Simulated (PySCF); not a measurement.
## GeB and its ions

PBE0; basis Ge x2c-SVPall, B x2c-SVPall; spin-free X2C with a Gaussian nucleus; PySCF 2.14. Neutral (UKS): quartet (σ ↑, π ↑↑), Re = 1.973 Å, ωe = 665 cm⁻¹, De = 3.31 eV, HOMO -6.57 eV, LUMO -3.18 eV.

GeB⁺ (UKS): triplet (σ ↑, π ↑), Re = 2.170 Å, ωe = 484 cm⁻¹, De = 2.54 eV to Ge⁺ + B. The energies at the minima are -2122.80887 hartree for GeB and -2122.48951 for GeB⁺.

(1) Work out the adiabatic ionisation energy, without and with harmonic zero-point energies (1 hartree = 27.2114 eV, 1 eV = 8065.5 cm⁻¹), and the change of the bond length.

Spin–orbit coupling is left out. For an ion De counts to the pair picked by the measured ionisation energies or electron affinities, which need not be the lowest pair at this level. States were picked by a PBE0 search and need not be the measured ground states.

Answers

(1) At PBE0: 0.31936 hartree = 8.690 eV between the minima; the zero-point term (484.0 − 665.0)/2 cm⁻¹ = -0.011 eV makes it 8.679 eV. Re changes by +19.7 pm against the neutral. The electron leaves a π orbital, and the longer bond of the ion fits a bonding orbital, or a change in how ionic the bond is.
